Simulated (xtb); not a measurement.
C2H9AlOSi, singlet, at a GFN2-xTB geometry (such geometries of metal compounds can be far from the true shape); GFN1-xTB run with xtb.

The xtb input:
```
$ xtb mol.xyz --gfn 1 --acc 0.0001 --json

# file mol.xyz
14

Al     0.16418219     0.80306897     0.52935491
C      1.71992852     1.91197601    -0.04275149
H      2.65378921     1.34370309     0.00714559
H      1.85268461     2.80857798     0.56567260
H      1.61632416     2.23576822    -1.08292934
C     -1.10034460     1.11363958     2.03992938
H     -1.09292977     0.27495355     2.74276804
H     -2.13109745     1.20242795     1.68352884
H     -0.87444355     2.01710462     2.60931924
O     -0.12203492    -0.58596264    -0.38609585
Si    -0.39320375    -1.92451346    -1.27014763
H     -1.59910444    -2.56410911    -0.74057254
H      0.78190080    -2.78542267    -1.12070468
H     -0.57786386    -1.49570395    -2.65807554
```

Output, abridged:

```
   ID    Z sym.   atoms
    1   13 Al     1
    2    6 C      2, 6
    3    1 H      3-5, 7-9, 12-14
    4    8 O      10
    5   14 Si     11

           -------------------------------------------------
          |                Calculation Setup                |
           -------------------------------------------------

           -------------------------------------------------
          |                 G F N 1 - x T B                 |
           -------------------------------------------------

          ...................................................
          :                      SETUP                      :
          :.................................................:
          :  # basis functions                  50          :
          :  # atomic orbitals                  48          :
          :  # shells                           30          :
          :  # electrons                        30          :
          :  # halogen bonds                     0          :
          :  max. iterations                   250          :
          :  Hamiltonian                  GFN1-xTB          :
          :  restarted?                      false          :
          :  GBSA solvation                  false          :
          :  PC potential                    false          :
          :  electronic temp.          300.0000000     K    :
          :  accuracy                    0.0001000          :
          :  -> integral cutoff          0.6500000E+02      :
          :  -> integral neglect         0.1000000E-11      :
          :  -> SCF convergence          0.1000000E-09 Eh   :
          :  -> wf. convergence          0.2000000E-08 e    :
          :  Broyden damping             0.4000000          :
          :  net charge                          0          :
          :  unpaired electrons                  0          :
          ...................................................

 iter      E             dE          RMSdq      gap      omega  full diag
   1    -17.2041494 -0.172041E+02  0.707E+00    4.76       0.0  T
   2    -17.2157939 -0.116446E-01  0.422E+00    4.82       1.0  T
   3    -17.2163272 -0.533280E-03  0.491E-01    4.87       1.0  T
   4    -17.2166381 -0.310864E-03  0.243E-01    4.85       1.0  T
   5    -17.2174539 -0.815807E-03  0.766E-02    4.86       1.0  T
   6    -17.2175432 -0.893308E-04  0.581E-03    4.86       4.6  T
   7    -17.2175436 -0.403406E-06  0.534E-04    4.86      50.1  T
   8    -17.2175436 -0.720270E-09  0.199E-04    4.86     134.4  T
   9    -17.2175436 -0.346702E-09  0.107E-04    4.86     250.6  T
  10    -17.2175436 -0.142652E-09  0.486E-06    4.86    5498.7  T
  11    -17.2175436 -0.351719E-12  0.195E-06    4.86   13677.7  T
  12    -17.2175436 -0.213163E-13  0.803E-07    4.86   33283.5  T
  13    -17.2175436 -0.355271E-13  0.302E-07    4.86   88420.4  T
  14    -17.2175436  0.355271E-13  0.822E-09    4.86  100000.0  T
  15    -17.2175436 -0.319744E-13  0.115E-09    4.86  100000.0  T

   *** convergence criteria satisfied after 15 iterations ***

         :::::::::::::::::::::::::::::::::::::::::::::::::::::
         ::                     SUMMARY                     ::
         :::::::::::::::::::::::::::::::::::::::::::::::::::::
         :: total energy             -17.057793206803 Eh    ::
         :: gradient norm              0.041348841633 Eh/a0 ::
         :: HOMO-LUMO gap              4.856650277562 eV    ::
         ::.................................................::
         :: SCC energy               -17.217543602435 Eh    ::
         :: -> electrostatic           0.042215584924 Eh    ::
         :: repulsion energy           0.163968303088 Eh    ::
         :: dispersion energy         -0.004217907457 Eh    ::
         :: halogen bond corr.         0.000000000000 Eh    ::
         :: add. restraining           0.000000000000 Eh    ::
         :: total charge              -0.000000000000 e     ::
[...]
        13        2.0000           -0.4368423             -11.8871
        14        2.0000           -0.4364202             -11.8756
        15        2.0000           -0.4101751             -11.1614 (HOMO)
        16                         -0.2316965              -6.3048 (LUMO)
        17                         -0.1568706              -4.2687
        18                         -0.1350840              -3.6758
        19                         -0.1296814              -3.5288
        20                         -0.1253207              -3.4101
        21                         -0.1144009              -3.1130
        22                         -0.1101908              -2.9984
        23                         -0.1000079              -2.7214
        24                         -0.0973188              -2.6482
        25                         -0.0699278              -1.9028
        26                         -0.0441753              -1.2021
       ...                                ...                  ...
        48                          1.4473858              39.3854
      -------------------------------------------------------------
                  HL-Gap            0.1784786 Eh            4.8567 eV
             Fermi-level           -0.3209358 Eh           -8.7331 eV

  Mulliken/CM5 charges         n(s)   n(p)   n(d)
     1Al    0.45433  0.37606   1.208  0.980  0.358
     2C    -0.20563 -0.31980   1.024  3.182  0.000
     3H     0.05347  0.10715   0.947  0.000  0.000
     4H     0.04059  0.09398   0.959  0.000  0.000
     5H     0.05371  0.10741   0.946  0.000  0.000
     6C    -0.20580 -0.31999   1.024  3.182  0.000
     7H     0.05364  0.10735   0.946  0.000  0.000
     8H     0.05357  0.10727   0.946  0.000  0.000
     9H     0.04050  0.09390   0.959  0.000  0.000
    10O    -0.46478 -0.49255   1.633  4.832  0.000
    11Si    0.35389  0.10366   1.166  1.727  0.752
    12H    -0.07618  0.01151   1.076  0.000  0.000
    13H    -0.07563  0.01206   1.076  0.000  0.000
    14H    -0.07568  0.01200   1.076  0.000  0.000

Wiberg/Mayer (AO) data.
largest (>0.10) Wiberg bond orders for each atom

 ---------------------------------------------------------------------------
     #   Z sym  total        # sym  WBO       # sym  WBO       # sym  WBO
 ---------------------------------------------------------------------------
     1  13 Al   3.187 --    10 O    0.914     2 C    0.907     6 C    0.907
                            11 Si   0.105
     2   6 C    3.941 --     4 H    0.945     5 H    0.936     3 H    0.936
                             1 Al   0.907     6 C    0.170
     3   1 H    0.996 --     2 C    0.936
     4   1 H    0.998 --     2 C    0.945
     5   1 H    0.996 --     2 C    0.936
     6   6 C    3.941 --     9 H    0.945     7 H    0.936     8 H    0.936
                             1 Al   0.907     2 C    0.170
     7   1 H    0.996 --     6 C    0.936
     8   1 H    0.996 --     6 C    0.936
     9   1 H    0.998 --     6 C    0.945
    10   8 O    2.452 --    11 Si   1.450     1 Al   0.914
    11  14 Si   4.355 --    10 O    1.450    12 H    0.926    14 H    0.925
                            13 H    0.925     1 Al   0.105
    12   1 H    0.989 --    11 Si   0.926
    13   1 H    0.989 --    11 Si   0.925
    14   1 H    0.989 --    11 Si   0.925
 ---------------------------------------------------------------------------

Topologies differ in total number of bonds
Writing topology from bond orders to xtbtopo.mol

 dipole moment from electron density (au)
     X       Y       Z
   0.1674   0.8043   0.5286  total (Debye):    2.483

           -------------------------------------------------
          | TOTAL ENERGY              -17.057793206803 Eh   |
          | GRADIENT NORM               0.041348841633 Eh/α |
          | HOMO-LUMO GAP               4.856650277562 eV   |
           -------------------------------------------------

normal termination of xtb
```
